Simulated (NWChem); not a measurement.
System: GaP2H5O; SMILES [PH2][Ga]([PH2])[OH]

NWChem input:

```
start job
memory heap 200 mb stack 900 mb global 1100 mb
geometry units angstroms noautoz
  Ga     0.271849     0.068423    -0.032692
  O      2.052479     0.244891    -0.104921
  H      2.561301    -0.571916    -0.100409
  P     -0.675043    -2.051366     0.160722
  H      0.146116    -2.603935    -0.871305
  H     -1.749043    -1.735257    -0.726805
  P     -0.811468     2.108832     0.131181
  H     -1.855410     1.729707    -0.768340
  H      0.003160     2.688692    -0.888809
end
basis spherical
  Ga library 6-311g**
  O library 6-311g**
  H library 6-311g**
  P library 6-311g**
end
dft
  xc b3lyp
  iterations 150
  mulliken
end
task dft energy
```

Structure relaxed at the PBE0/def2-SVP level.

Task: Give the results of this calculation. (B3LYP/6-311G** (spherical d).) Quantities: basis functions; energy (Ha); highest occupied level (eV); orbital gap (eV); dipole (D).

Result: 
| Quantity | Value |
|---|---|
| number of basis functions | 144 |
| energy (Ha) | -2685.93 |
| highest occupied level (eV) | -6.89 |
| orbital gap (eV) | 5.57 |
| dipole (D) | 1.80 |
